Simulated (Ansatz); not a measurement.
Sn(OMe)2 (C2H6O2Sn), 11 atoms. Hardware: 4 threads of Arm Neoverse V1 on a shared host.

In the def2 sets Sn takes a core potential; there is no spin–orbit coupling. Correlated methods freeze 8 core orbitals; core or outer-core shells of Sn are correlated, in sets that lack core-valence functions.

Q: How many basis functions does each of these Ansatz runs have, and roughly what does it cost? MP2/def2-TZVP, charge 0 singlet, energy, from earlier orbitals; PBE0-D4/def2-SVP, charge 0 singlet, relaxation, 35 steps; B97M-V/def2-TZVP, charge 0 singlet, energy, from earlier orbitals; HF/STO-3G, charge 0 singlet, energy; BLYP-D4/def2-TZVP, charge 0 singlet, energy, from earlier orbitals; PBE0-D4/def2-TZVP, charge 0 singlet, energy, from earlier orbitals; HF/def2-TZVP, charge 0 singlet, energy, from earlier orbitals; PBE0-D4/def2-SVP, charge 0 singlet, energy, from earlier orbitals; r2SCAN-D4/def2-TZVP, charge 0 singlet, energy, from earlier orbitals; PBE-D4/def2-TZVP, charge 0 singlet, energy and forces, from earlier orbitals; PBE-D4/def2-SVP, charge 0 singlet, energy, from earlier orbitals; CCSD(T)/def2-SVP, charge 0 singlet, energy, from earlier orbitals.

A: Other jobs shared the machine, so times can vary by a factor of up to 3. A dash marks memory too small to be measured apart from the calling script's.

```
                                                                         run  functions  fitting or Cholesky vectors  wall time  peak host memory (GiB)
                                         HF/STO-3G, charge 0 singlet, energy         53                          742     0.35 s                       –
            PBE-D4/def2-SVP, charge 0 singlet, energy, from earlier orbitals        112                         1241      1.2 s                       –
           PBE0-D4/def2-SVP, charge 0 singlet, energy, from earlier orbitals        112                         1304      1.4 s                       –
               HF/def2-TZVP, charge 0 singlet, energy, from earlier orbitals        210                         1622      1.5 s                       –
          BLYP-D4/def2-TZVP, charge 0 singlet, energy, from earlier orbitals        210                         1314      2.2 s                       –
PBE-D4/def2-TZVP, charge 0 singlet, energy and forces, from earlier orbitals        210                         1314      2.6 s                       –
              MP2/def2-TZVP, charge 0 singlet, energy, from earlier orbitals        210                         1584      2.8 s                       –
          PBE0-D4/def2-TZVP, charge 0 singlet, energy, from earlier orbitals        210                         1387      2.9 s                       –
        r2SCAN-D4/def2-TZVP, charge 0 singlet, energy, from earlier orbitals        210                         1314      3.7 s                       –
           B97M-V/def2-TZVP, charge 0 singlet, energy, from earlier orbitals        210                         1314        9 s                       –
           CCSD(T)/def2-SVP, charge 0 singlet, energy, from earlier orbitals        112                         1204       12 s                    0.68
                    PBE0-D4/def2-SVP, charge 0 singlet, relaxation, 35 steps        112                         1307       54 s                       –
```
